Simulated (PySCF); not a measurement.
## Cost of excited-state runs on (Cl2Al-mu-AsH2)3

Cartesian coordinates in Å; atom numbers follow the order of the lines, from 1:
```xyz
18

Al    0.012   -0.528    2.766
Cl   -0.475   -2.359    3.484
Cl    0.442    1.193    3.750
As   -1.621    0.136    0.976
Al   -1.539    1.630   -1.054
Cl   -0.717    3.311   -0.253
Cl   -3.227    1.358   -2.139
As    0.392    0.551   -2.269
Al    1.416   -1.522   -1.299
Cl   -0.431   -2.367   -0.907
Cl    2.987   -2.256   -2.333
As    1.921   -0.867    1.083
H    -2.469    1.065    1.807
H    -2.744   -0.850    0.908
H    -0.172   -0.058   -3.517
H     1.239    1.498   -3.073
H     3.346   -0.503    1.418
H     1.641    0.568    0.651
```

PySCF with density fitting, on 1 thread of an Intel Xeon, shared host. Command: `OMP_NUM_THREADS=1 python excited_run.py task.json out`

Q: How long does this run take, and how much memory?
- magnetisability and related constants, PBE/def2-SVP; writes grids

A: 
```tsv
run	level	basis functions	wall time	peak memory (GiB)
magnetisability and related constants	PBE/def2-SVP	288	9 min	1.6
```
Times from a shared host are rough.
